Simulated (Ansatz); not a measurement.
A nudged elastic band was laid between two geometries of F2HInS (5 atoms, charge 0, multiplicity 1).

The calculation used RKS CAM-B3LYP/def2-SVP in Ansatz 0.2.0.

```json
{"movable images": "5", "climbing image": "yes", "spring": "5.0 eV/Å²", "optimiser": "quadratic models (default)", "start path": "IDPP", "force threshold": "0.5 eV/Å", "iteration limit": "60", "end points": "relaxed"}
```

Initial state:

```xyz
5
Properties=species:S:1:pos:R:3
F -0.730 -1.371 1.381
In 0.438 -0.390 0.179
F 2.264 -1.038 0.166
S -0.333 1.421 -1.127
H -1.588 1.305 -0.640
```

Final state:

```xyz
5
Properties=species:S:1:pos:R:3
F -1.031 -1.558 1.635
In -0.031 -0.463 0.388
F 1.839 -0.963 0.234
S -0.956 1.322 -0.852
H 0.228 1.588 -1.447
```

Task: What changes between the two ends?

Result: No bond is made or broken. The dihedral F3–In2–S4–H5 goes from 180 to 0°. The two ends are copies of one structure, up to a mirror image or an exchange of like atoms.

Task: Give the energies along the band, and the barrier.

Result: The run converged. The highest image is number 3 of 0 to 6, 17.1 kJ/mol above the ends, which have the same energy within 2 meV. The threshold of 0.5 eV/Å is loose, so the images may lie well off the minimum-energy path. The order of the stationary point at the top wasn't checked.

```
image  path coordinate (Å)  energy (kJ/mol)  dihedral F3–In2–S4–H5 (°)
    0                 0.00              0.0                        180
    1                 0.49              8.6                        152
    2                 0.97             14.3                        124
    3                 1.46             17.1                         94
    4                 1.94             14.3                         63
    5                 2.43              8.7                         30
    6                 2.92              0.0                          0
```

Task: What is the geometry of the highest image?

Result: 
```xyz
5
Properties=species:S:1:pos:R:3
F -0.504 -1.150 1.903
In 0.291 -0.319 0.342
F 1.932 -1.235 -0.134
S -0.477 1.709 -0.664
H -1.193 0.921 -1.489
```

The run took 41 s on 2 threads of Arm Neoverse V1, with other jobs on the host, peak memory 0.19 GiB.
